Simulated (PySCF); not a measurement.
Compound: C8H9O (doublet state).
Cartesian coordinates in Å at the GFN2-xTB level; atoms count from 1:
```
atom  x, y, z in Å
C1     2.749   -0.896   -0.373
C2     1.850   -0.015   -0.807
C3     0.524    0.202   -0.262
C4    -0.202    1.263   -0.664
C5    -1.520    1.602   -0.111
O6    -2.052    2.700   -0.317
C7    -2.151    0.570    0.637
C8    -1.542   -0.763    0.799
C9    -0.013   -0.721    0.795
H10    3.718   -0.974   -0.834
H11    2.569   -1.558    0.457
H12    2.111    0.636   -1.632
H13    0.184    1.950   -1.404
H14   -3.157    0.740    0.989
H15   -1.912   -1.246    1.707
H16   -1.880   -1.390   -0.041
H17    0.377   -1.729    0.654
H18    0.338   -0.364    1.770
```

The hyperfine couplings belong to this conformer and change with its torsions.

The species is `C=CC1=CC(=O)[CH]CC1` [radical].

The calculation used PySCF 2.14.0, UKS B3LYP, pcH-1 on C H O, non-relativistic, mean-field spin-orbit, GIAO. One conformer (not necessarily the lowest) at the GFN2-xTB geometry, without solvent, vibrations or thermal averaging. The geometry wasn't refined by DFT: couplings that depend on bond lengths, twists or pyramidal angles can differ widely from those at the functional's own minimum. No stability test was run, so a lower SCF solution isn't excluded.

The Mulliken spin populations are largest on C7 (+0.81), O6 (+0.29), C5 (-0.11) and C8 (-0.07). The positive populations add up to 1.22 and the negative ones to -0.22, together 2S = 1. The angles at C7 add up to 359.6°, so it is planar; its axial dipolar tensor and the negative coupling of its proton fit spin in a p orbital normal to that plane.

(1) Find Q in a(H) = Q·ρ(C) for the protons on the planar carbons that carry spin.

(2) How do the β-proton couplings of this frozen conformer go with θ, the angle between the C–H bond and the normal to the plane of the spin centre's three neighbours, both seen down the bond from centre to carbon?

## Answers

(1) 
| H | C | ρ(C) | a(H) (G) | a/ρ (G) |
| --- | --- | --- | --- | --- |
| H14 | C7 | +0.814 | -17.90 | -22.0 |

One proton gives one ratio, Q = -22.0 G, and no test of linearity. In every row coupling and population have opposite signs.

(2) 
| β H | on | centre | θ (°) | cos²θ | a (G) |
| --- | --- | --- | --- | --- | --- |
| H15 | C8 | C7 | 62 | 0.22 | +12.64 |
| H16 | C8 | C7 | 3 | 1.00 | +50.12 |

Couplings in gauss use g_iso = 2.0047.
